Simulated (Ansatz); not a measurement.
The same path of C$_{2}$H$_{5}$NOSi (10 atoms, charge 0, multiplicity 1) was run twice with different band settings. The coordinate that changes most is the angle C2–N3–C4.

The calculation used RKS r2SCAN-D4/def2-SVP in Ansatz.

Relaxed end points:

```xyz
10
Properties=species:S:1:pos:R:3
O -1.403 0.650 1.251
C -0.841 1.489 0.582
N -0.423 1.287 -0.736
C 0.145 0.184 -1.058
Si 0.627 -1.271 0.101
H -0.667 2.531 0.938
H 0.345 0.052 -2.139
H 1.785 -1.948 -0.557
H -0.508 -2.233 0.168
H 1.023 -0.792 1.453
```

```xyz
10
Properties=species:S:1:pos:R:3
O -0.354 2.883 -0.383
C -0.884 2.037 0.295
N -0.335 0.782 0.564
C -0.055 -0.059 -0.356
Si 0.810 -1.699 0.048
H -1.837 2.203 0.857
H -0.328 0.170 -1.412
H 1.985 -1.853 -0.861
H -0.147 -2.814 -0.225
H 1.227 -1.702 1.475
```

Common settings: movable images 7; climbing image yes; spring 5.0 eV/Å²; optimiser quadratic models (default); start path through a guess of the saddle point; iteration limit 60; end points relaxed.

| run | force threshold |
| --- | --- |
| 1 | 0.05 eV/Å |
| 2 | 0.5 eV/Å |

What does each run give, and how far can it be trusted?

Run 1: converged after 33 iterations, highest image 0.337 eV above the first end. The profile has 3 maxima (images 1, 3, 5) with wells between them (images 2, 4): this band takes more than one step, which may be the mechanism or a detour left from its start path. A vibrational analysis at the climbing image gives one clearly imaginary mode, 210i cm⁻¹: a first-order saddle point.
Run 2: converged after 16 iterations, highest image 0.257 eV above the first end. The threshold of 0.5 eV/Å is loose, so the images may lie well off the minimum-energy path. The dihedral C2–N3–C4–Si5 jumps by 150° between images 5 and 6, so the path isn't resolved there. The order of the stationary point at the top wasn't checked.
